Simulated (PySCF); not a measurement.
Gas-phase reaction: 2 GeCl3 + GeHCl → GeHCl3 + 2 GeCl2

Method: PySCF energies plus ideal-gas RRHO corrections (1 bar). † marks an energy on the PBE0/def2-TZVP geometry and frequencies; other levels use their own. MP2 and CCSD(T) freeze the core. 6-31G* has spherical d functions here. Open shells (unrestricted): GeCl3 (multiplicity 2); the rest are closed-shell singlets. B3LYP is the form with VWN-RPA correlation. Ge: all electrons, no relativistic terms. GeCl3, GeHCl: computed as isolated molecules; such fragments, hydroxides, amides, oligomers or adducts are transient or little studied in the gas. MP2 isn't extrapolated to the basis-set limit; its ΔH°(298 K) is -244.1 kJ in def2-SVP and -255.5 kJ in def2-TZVPP. CCSD(T) isn't extrapolated to the basis-set limit. The harmonic model lacks anharmonicity and excited electronic states, which grow with temperature; levels with a mode under 35 cm⁻¹ are left out.

```json
[
 {"level": "B3LYP/6-31G*", "ΔE electronic, kJ": "-248", "ΔH°(298 K), kJ": "-244", "ΔS°(298 K), J/K": "-19", "ΔG°(1000 K), kJ": "-224"},
 {"level": "BLYP/def2-TZVP†", "ΔE electronic, kJ": "-248", "ΔH°(298 K), kJ": "-244", "ΔS°(298 K), J/K": "-16", "ΔG°(1000 K), kJ": "-226"},
 {"level": "CCSD(T)/def2-SVP†", "ΔE electronic, kJ": "-250", "ΔH°(298 K), kJ": "-246", "ΔS°(298 K), J/K": "-16", "ΔG°(1000 K), kJ": "-228"},
 {"level": "HF/6-31G*", "ΔE electronic, kJ": "-200", "ΔH°(298 K), kJ": "-196", "ΔS°(298 K), J/K": "-13", "ΔG°(1000 K), kJ": "-181"},
 {"level": "M06-2X/def2-TZVP†", "ΔE electronic, kJ": "-230", "ΔH°(298 K), kJ": "-226", "ΔS°(298 K), J/K": "-16", "ΔG°(1000 K), kJ": "-208"},
 {"level": "MP2/def2-TZVPP†", "ΔE electronic, kJ": "-259", "ΔH°(298 K), kJ": "-256", "ΔS°(298 K), J/K": "-16", "ΔG°(1000 K), kJ": "-238"},
 {"level": "PBE0/def2-TZVP", "ΔE electronic, kJ": "-242", "ΔH°(298 K), kJ": "-238", "ΔS°(298 K), J/K": "-16", "ΔG°(1000 K), kJ": "-220"},
 {"level": "r2SCAN/def2-TZVP†", "ΔE electronic, kJ": "-233", "ΔH°(298 K), kJ": "-229", "ΔS°(298 K), J/K": "-16", "ΔG°(1000 K), kJ": "-211"}
]
```
ΔH° is lowest at MP2/def2-TZVPP† and highest at HF/6-31G*. No reference value is set beside these.
